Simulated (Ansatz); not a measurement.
## Molecular dynamics of C3H10ClNOSi

Input file:

```yaml
crystal:
  periodic: [false, false, false]
  atoms:
    - { symbol: Si, position_ang: [-0.438173, -0.127787, -0.01959] }
    - { symbol: O, position_ang: [0.386515, -0.052945, 1.503995] }
    - { symbol: C, position_ang: [-0.599895, -0.191103, 2.602633] }
    - { symbol: H, position_ang: [-1.177573, -1.152094, 2.569236] }
    - { symbol: H, position_ang: [-0.015401, -0.18024, 3.553096] }
    - { symbol: H, position_ang: [-1.340596, 0.64997, 2.648199] }
    - { symbol: Cl, position_ang: [1.157368, -0.586823, -1.377342] }
    - { symbol: "N", position_ang: [-1.241972, 1.414017, -0.328727] }
    - { symbol: C, position_ang: [-2.14453, 1.490717, -1.533949] }
    - { symbol: H, position_ang: [-2.77145, 0.574035, -1.587275] }
    - { symbol: H, position_ang: [-2.819894, 2.37118, -1.433347] }
    - { symbol: H, position_ang: [-1.591322, 1.594959, -2.501716] }
    - { symbol: C, position_ang: [-0.397909, 2.6574, -0.193784] }
    - { symbol: H, position_ang: [0.248771, 2.855213, -1.085378] }
    - { symbol: H, position_ang: [-1.058974, 3.541944, -0.048162] }
    - { symbol: H, position_ang: [0.258638, 2.555689, 0.698086] }
    - { symbol: H, position_ang: [-1.457901, -1.174331, -0.150274] }
basis:
  gaussian: { orbitals: STO-3G }
hamiltonian:
  xc: revpbe
md:
  timestep: 0.5
  n_steps: 150
  ensemble: nvt_nose_hoover
  temperature: 1500.0
  initial_velocities: maxwell_boltzmann
  seed: 508621
  nose_hoover: { tau: 100.0, chain_length: 5 }
```

Launched with:

```bash
$ ansatz run input.yaml --threads 1 --pin off --max-ram 2048MiB --backend cpu --events-out ev --progress --plain --runs-dir out
```

It starts from a relaxed structure.

Output, in part (one step line in 6, the closing report, with atoms numbered from 0):

```
md step     0: t =     0.00 fs  T =  1500.0 K  F+E_penalty+E_count = -26893.97237332 eV  E_kin = 2.908350 eV  conserved = -26891.06402335 eV  (25 SCF iters)
md step     6: t =     3.00 fs  T =   884.9 K  F+E_penalty+E_count = -26892.76553777 eV  E_kin = 1.715817 eV  conserved = -26891.04991935 eV  (27 SCF iters)
md step    12: t =     6.00 fs  T =   764.6 K  F+E_penalty+E_count = -26892.53765515 eV  E_kin = 1.482393 eV  conserved = -26891.05664000 eV  (26 SCF iters)
md step    18: t =     9.00 fs  T =   770.6 K  F+E_penalty+E_count = -26892.54303200 eV  E_kin = 1.494108 eV  conserved = -26891.05242834 eV  (25 SCF iters)
md step    24: t =    12.00 fs  T =   919.2 K  F+E_penalty+E_count = -26892.82833145 eV  E_kin = 1.782177 eV  conserved = -26891.05437730 eV  (27 SCF iters)
md step    30: t =    15.00 fs  T =   805.3 K  F+E_penalty+E_count = -26892.60436965 eV  E_kin = 1.561398 eV  conserved = -26891.05613692 eV  (27 SCF iters)
md step    36: t =    18.00 fs  T =   703.0 K  F+E_penalty+E_count = -26892.39678654 eV  E_kin = 1.363090 eV  conserved = -26891.05293332 eV  (27 SCF iters)
md step    42: t =    21.00 fs  T =   946.4 K  F+E_penalty+E_count = -26892.86938843 eV  E_kin = 1.835067 eV  conserved = -26891.06134102 eV  (27 SCF iters)
md step    48: t =    24.00 fs  T =   605.8 K  F+E_penalty+E_count = -26892.19077860 eV  E_kin = 1.174613 eV  conserved = -26891.05188516 eV  (27 SCF iters)
md step    54: t =    27.00 fs  T =   636.0 K  F+E_penalty+E_count = -26892.24379960 eV  E_kin = 1.233119 eV  conserved = -26891.05453200 eV  (27 SCF iters)
md step    60: t =    30.00 fs  T =   736.7 K  F+E_penalty+E_count = -26892.42787530 eV  E_kin = 1.428473 eV  conserved = -26891.05359554 eV  (28 SCF iters)
md step    66: t =    33.00 fs  T =   706.3 K  F+E_penalty+E_count = -26892.35494256 eV  E_kin = 1.369441 eV  conserved = -26891.05331300 eV  (26 SCF iters)
md step    72: t =    36.00 fs  T =   603.8 K  F+E_penalty+E_count = -26892.14368681 eV  E_kin = 1.170640 eV  conserved = -26891.05280711 eV  (28 SCF iters)
md step    78: t =    39.00 fs  T =   887.4 K  F+E_penalty+E_count = -26892.68142642 eV  E_kin = 1.720544 eV  conserved = -26891.05617770 eV  (28 SCF iters)
md step    84: t =    42.00 fs  T =  1101.0 K  F+E_penalty+E_count = -26893.07422577 eV  E_kin = 2.134648 eV  conserved = -26891.05783483 eV  (28 SCF iters)
md step    90: t =    45.00 fs  T =   759.3 K  F+E_penalty+E_count = -26892.38449723 eV  E_kin = 1.472298 eV  conserved = -26891.05419849 eV  (28 SCF iters)
md step    96: t =    48.00 fs  T =   578.3 K  F+E_penalty+E_count = -26892.01686860 eV  E_kin = 1.121270 eV  conserved = -26891.05268666 eV  (28 SCF iters)
md step   102: t =    51.00 fs  T =   798.1 K  F+E_penalty+E_count = -26892.42290649 eV  E_kin = 1.547382 eV  conserved = -26891.05293152 eV  (27 SCF iters)
md step   108: t =    54.00 fs  T =   935.9 K  F+E_penalty+E_count = -26892.66679129 eV  E_kin = 1.814694 eV  conserved = -26891.05606262 eV  (28 SCF iters)
md step   114: t =    57.00 fs  T =   692.3 K  F+E_penalty+E_count = -26892.16232978 eV  E_kin = 1.342318 eV  conserved = -26891.04944982 eV  (28 SCF iters)
md step   120: t =    60.00 fs  T =   902.4 K  F+E_penalty+E_count = -26892.55019824 eV  E_kin = 1.749581 eV  conserved = -26891.05662519 eV  (28 SCF iters)
md step   126: t =    63.00 fs  T =   868.9 K  F+E_penalty+E_count = -26892.45379066 eV  E_kin = 1.684754 eV  conserved = -26891.05457197 eV  (28 SCF iters)
md step   132: t =    66.00 fs  T =   612.1 K  F+E_penalty+E_count = -26891.92496195 eV  E_kin = 1.186864 eV  conserved = -26891.05231435 eV  (27 SCF iters)
md step   138: t =    69.00 fs  T =   707.4 K  F+E_penalty+E_count = -26892.09087575 eV  E_kin = 1.371487 eV  conserved = -26891.05414180 eV  (28 SCF iters)
md step   144: t =    72.00 fs  T =   930.9 K  F+E_penalty+E_count = -26892.48770067 eV  E_kin = 1.804969 eV  conserved = -26891.05148088 eV  (27 SCF iters)
md step   150: t =    75.00 fs  T =  1080.5 K  F+E_penalty+E_count = -26892.74421883 eV  E_kin = 2.094983 eV  conserved = -26891.05814624 eV  (26 SCF iters)
Total energy: -26892.74425770 eV, -988.2901229136 hartree
Atom 0 at    -0.335042    -0.112543     0.078623 Å, force    -1.963517    -0.280751    -2.394900 eV/Å
Atom 1 at     0.217464    -0.121273     1.690727 Å, force     0.333361     0.414556     0.579407 eV/Å
Atom 2 at    -0.803091    -0.325996     2.789978 Å, force     0.658346     2.328464     0.120706 eV/Å
Atom 3 at    -0.112753     0.062746     3.660379 Å, force    -1.632106    -1.500354    -0.674104 eV/Å
Atom 4 at    -1.784966     0.324577     2.852195 Å, force     1.621006    -0.592358    -0.723953 eV/Å
Atom 5 at    -1.158291    -1.379531     2.786934 Å, force     0.306816    -0.435781     0.680957 eV/Å
Atom 6 at     1.165415    -0.514453    -1.562613 Å, force    -0.524039     0.228063     1.437166 eV/Å
Atom 7 at    -1.146411     1.484528    -0.315301 Å, force    -2.626467    -2.667567    -0.785600 eV/Å
Atom 8 at    -2.269860     1.502522    -1.459654 Å, force     2.277127    -0.581105     0.258426 eV/Å
Atom 9 at    -3.061559     0.728350    -1.310880 Å, force     0.329561     0.063563     0.431576 eV/Å
Atom 10 at    -2.724931     2.505583    -1.376783 Å, force    -0.164175     0.247639    -0.334203 eV/Å
Atom 11 at    -1.830580     1.316355    -2.508802 Å, force    -0.420625     0.513179     1.043020 eV/Å
Atom 12 at    -0.212827     2.590553    -0.404334 Å, force     0.922126     1.383052     0.786244 eV/Å
Atom 13 at     0.439982     2.628509    -1.273841 Å, force     0.842374    -0.403834    -1.204143 eV/Å
Atom 14 at    -0.702926     3.592210    -0.432326 Å, force    -0.256869    -0.096606     0.625397 eV/Å
Atom 15 at     0.456294     2.459443     0.487073 Å, force    -0.117606     0.722169    -0.161580 eV/Å
Atom 16 at    -1.337889    -1.203887    -0.201324 Å, force     0.414686     0.657672     0.315584 eV/Å
Dipole moment:    -0.557687     0.167395     0.447478 e Å
```

All steps were run. The conserved energy stayed within 0.97 meV per atom of its start (net change 0.35 meV per atom), so the integration is sound. The mean temperature of the second half is 45 % below the set value. A run of 0.075 ps of so small a system gives no equilibrium averages. Limits of this set-up: minimal basis.

The same pairs are bonded in the first frame and the last. Pairs count as bonded within 1.25 times the sum of covalent radii (0.12 Å more for H–H).

Last frame:

```xyz
17
Properties=species:S:1:pos:R:3
Si -0.335 -0.113 0.079
O 0.217 -0.121 1.691
C -0.803 -0.326 2.790
H -0.113 0.063 3.660
H -1.785 0.325 2.852
H -1.158 -1.379 2.787
Cl 1.165 -0.514 -1.563
N -1.146 1.484 -0.315
C -2.270 1.502 -1.460
H -3.062 0.728 -1.311
H -2.725 2.506 -1.377
H -1.831 1.316 -2.509
C -0.213 2.591 -0.404
H 0.440 2.628 -1.274
H -0.703 3.592 -0.432
H 0.456 2.459 0.487
H -1.338 -1.204 -0.201
```

The run took 13 min on 1 thread of Arm Neoverse V1, with other jobs on the host, peak memory 0.12 GiB.
